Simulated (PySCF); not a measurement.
H2Cl2FInO, singlet, B3LYP/def2-SVP optimised geometry.

```
7

In    -0.52     0.02     0.00
F     -1.44     1.79     0.00
Cl     1.82     0.02     0.00
Cl    -1.82    -1.79    -0.72
O     -1.30     0.32     2.15
H     -2.03    -0.26     2.43
H     -1.71     1.17     1.88
```

Density from B3LYP/def2-TZVP, def2 effective core potentials past Kr in PySCF at that geometry. The core electrons that the potentials of In replace are not part of the density.

Minimum of the electron density along straight lines between bonded atoms, close to the bond critical point (lines longer than 1.1 times the sum of covalent radii, or with two minima, are not listed):

```tsv
bond	length / Å	ρ at the minimum / e bohr⁻³	∇²ρ there / e bohr⁻⁵	position (fraction from the first atom)
In1–F2	1.994	0.101	0.51	0.52
In1–Cl3	2.339	0.084	0.20	0.48
In1–Cl4	2.350	0.082	0.20	0.48
O5–H6	0.970	0.350	-2.38	0.81
O5–H7	0.982	0.337	-2.30	0.81
```
